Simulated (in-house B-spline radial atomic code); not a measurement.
Fe³⁺. Computed with a B-spline radial atomic code. Model: all-electron spherical atom, spin shells full or empty, radial basis limit, no spin-orbit coupling, Breit or QED, empty-state partial waves extrapolated as (l+1/2)^-4, RPA, G0W0 and static COHSEX of the highest shell as one setting changes (uncorrelated shells keep exact exchange).

Given: element Fe; charge 3; filled core Ar; hamiltonian one-electron scalar X2C; mean-field start PBE0; highest l of empty states 9; nuclear rms radius 3.7377 fm; highest mean-field shell 3d up.

Shell: 3d 5 0 (electrons up and down).

| lowest nl shells left uncorrelated | RPA correlation energy (hartree) | G0W0 level (eV) | G0W0 minus most complete (meV) | COHSEX level (eV) | linearised minus solved G0W0 (meV) |
| --- | --- | --- | --- | --- | --- |
| 0 | -1.5351 | -54.996 | 0 | -58.786 | -35.9 |
| 1 | -1.3911 | -54.996 | 0.4 | -58.785 | -35.9 |
| 2 | -1.2274 | -54.968 | 28.5 | -58.751 | -35.6 |
| 3 | ? | ? | ? | ? | ? |
| 4 | ? | ? | ? | ? | ? |
| 5 | -0.15426 | -55.15 | -153.8 | -57.564 | -44.1 |

(1) What follows for lowest nl shells left uncorrelated = 4?

(2) What follows for lowest nl shells left uncorrelated = 3?

Results:

(1) RPA correlation energy -0.61604 hartree; G0W0 level -54.912 eV; G0W0 minus most complete 84.9 meV; COHSEX level -58.527 eV; linearised minus solved G0W0 -35.8 meV.

(2) RPA correlation energy -0.78033 hartree; G0W0 level -54.87 eV; G0W0 minus most complete 126.7 meV; COHSEX level -58.706 eV; linearised minus solved G0W0 -34.5 meV.
